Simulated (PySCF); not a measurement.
SMILES CC(=O)CC[SeH] (C₄H₈OSe) (GFN2-xTB optimised geometry):

```
14

C      2.126     0.664     0.000
C      0.621     0.664     0.000
O     -0.033     1.677     0.000
C     -0.011    -0.711    -0.012
C     -1.509    -0.668    -0.257
Se    -2.516     0.176     1.217
H      2.472     0.458    -1.012
H      2.516    -0.109     0.656
H      2.501     1.639     0.301
H      0.476    -1.318    -0.780
H      0.198    -1.179     0.955
H     -1.743    -0.110    -1.164
H     -1.918    -1.677    -0.338
H     -1.993     1.492     0.994
```

Computed with PBE0/def2-TZVP (PySCF).

**Question.** What are the frontier orbital energies and the dipole moment?

**Answer.** HOMO-2 -8.74 eV, HOMO-1 -7.43 eV, HOMO -6.29 eV, LUMO -0.64 eV, LUMO+1 0.42 eV; dipole moment 3.77 D.

Meta-Löwdin charges at PBE0/def2-TZVP: C1 -0.40, C2 0.40, O3 -0.42, C4 -0.26, C5 -0.28, Se6 -0.07, H7 0.14, H8 0.13, H9 0.14, H10 0.13, H11 0.14, H12 0.13, H13 0.13, H14 0.09.
